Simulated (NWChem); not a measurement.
System: CCl3 cation

```xyz
4

Cl    -1.5920     0.4266     0.0000
C      0.0000     0.0000     0.0000
Cl     0.4266    -1.5920     0.0000
Cl     1.1654     1.1654     0.0000
```
Atoms are numbered in this order, from 1.

Results from NWChem. All runs use the structure optimised with PBE0/def2-SVP. Level: B3LYP/def2-SVP with SMD (1 M gas to 1 M solution), gas-phase geometry. Reactions with the solvent are ignored.

For solvent water:

- solvation free energy (kcal/mol) = -50.3
- cavity-dispersion-structure term (kcal/mol) = 2.0

Problem. What are these values for solvent acetonitrile?

Solution. 
- solvation free energy (kcal/mol) = -52.9
- cavity-dispersion-structure term (kcal/mol) = -1.4
